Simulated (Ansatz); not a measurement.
# Relative stability

The two ends of one reaction step of Al$_{2}$H$_{5}$O$_{5}$, doublet (PBE0-D4/def2-TZVP).

A:

```
12
angstrom
Al -0.2669 -0.6096 -0.0694
O 0.7432 0.1313 -1.2118
Al 1.0268 1.6369 -0.3446
O -0.0175 0.7280 1.0882
O 0.0044 3.0009 -0.6266
O -1.6742 -1.5655 -0.0841
H 1.6638 -2.0446 -0.0196
O 0.8542 -2.0708 0.5085
H -0.6310 1.1852 1.6633
H 0.3919 3.8458 -0.8489
H -2.5178 -1.3109 -0.4486
H 0.4229 -2.9268 0.3937
```

B:

Al1  (-0.148, -1.031, 0.235)
O2  (0.897, -0.106, -0.963)
Al3  (1.026, 1.510, -0.054)
O4  (0.024, 0.543, 1.168)
O5  (-0.062, 2.703, -0.629)
O6  (-1.757, -1.352, -0.214)
H7  (1.606, -0.514, -1.461)
O8  (0.768, -2.321, 0.857)
H9  (-0.666, 0.941, 1.698)
H10  (0.245, 3.537, -0.979)
H11  (-2.304, -0.739, -0.698)
H12  (0.371, -3.170, 1.041)
(Å)

Ansatz 0.2.0; basis: def2-TZVPP; cores frozen in the correlated methods; orbitals are unrestricted. B3LYP uses VWN-RPA correlation.

**Question.** Which structure is lower at CCSD(T), and by how much? (Judge from chemistry; the value comes from the calculation.)

**Answer.** By the calculation: B, by 106.2 kJ/mol (electronic energy, against the other). By their contacts, A is Al₂H₅O₅ ([OH][Al]12[O][Al]1([OH])([OH2])[OH]2) and B is Al₂H₅O₅ ([OH][Al]1[OH][Al]([OH])([OH])[OH]1).

All methods give the same order:

| method | E(B) − E(A) (kJ/mol) |
| --- | --- |
| SPW92 | -92.3 |
| PBE-D4 | -95.2 |
| BLYP-D4 | -100.6 |
| r2SCAN-D4 | -102.2 |
| B97M-V | -103.9 |
| PBE0-D4 | -102.9 |
| B3LYP-D4 | -106.7 |
| r2SCAN0-D4 | -107.0 |
| BHLYP-D4 | -114.2 |
| CAM-B3LYP-D4 | -108.8 |
| wB97X-V | -105.9 |
| wB97M-V | -103.7 |
| B2PLYP | -105.7 |
| PBE-QIDH | -105.8 |
| RPA on PBE | -108.3 |
| HF | -122.9 |
| MP2 | -105.2 |
| CCSD | -109.8 |
| CCSD(T) | -106.2 |

No T1 diagnostic of these runs exceeds 0.015. ⟨S²⟩ of the unrestricted Hartree–Fock references: 0.75 (a pure state has 0.75).

Labels in which every atom is bracketed show which atoms are joined, not bond orders.

For scale, one of the runs: CCSD(T)/def2-TZVPP, 309 basis functions, launched by `ansatz run in.yaml --threads 4 --pin off --events-out ev --progress --plain --max-ram 46080MiB --backend cuda --devices 0, --max-vram 37GiB`. Hardware: 4 CPU threads of an AMD EPYC 7R13 and a share of one NVIDIA H100, shared host. Wall time 19 s; peak host memory 1.4 GiB.
